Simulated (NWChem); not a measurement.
## Correlation energy of H4ClFOSi2

```xyz
9

F      1.1389     1.0627     1.4175
Si     0.5975    -0.2924     0.7351
Cl     1.6056    -0.5161    -1.0354
O     -0.9972    -0.1550     0.4546
Si    -2.2195     0.3271    -0.5791
H      0.8756    -1.4204     1.6386
H     -2.1993     1.8105    -0.7243
H     -3.5088    -0.1112     0.0204
H     -2.0279    -0.3142    -1.9112
```
Charge 0, spin multiplicity 1.

Everything below was run with NWChem. All single points use one geometry, from PBE0/def2-SVP, a minimum by its harmonic frequencies. It is one conformer; others weren't searched.

Basis set: 3-21G. Each correlation energy counts from its own Hartree-Fock reference.

```
method        correlation energy (mHa)  difference from CCSD(T)
------------  ------------------------  -----------------------
CCSD(T)                         -416.6                      0.0
CCSD                            -408.8                     +7.7
SCS-MP2                         -379.1                    +37.4
MP2                             -381.1                    +35.5
CCSD+T(CCSD)                    -417.7                     -1.1
```

The values span 38.5 mHa, from CCSD+T(CCSD) (lowest) to SCS-MP2 (highest). 

The correlated methods keep 17 core orbitals frozen. The structure started from a generated list of species. No row is a measurement; the coupled-cluster row has its own basis-set and correlation limits.
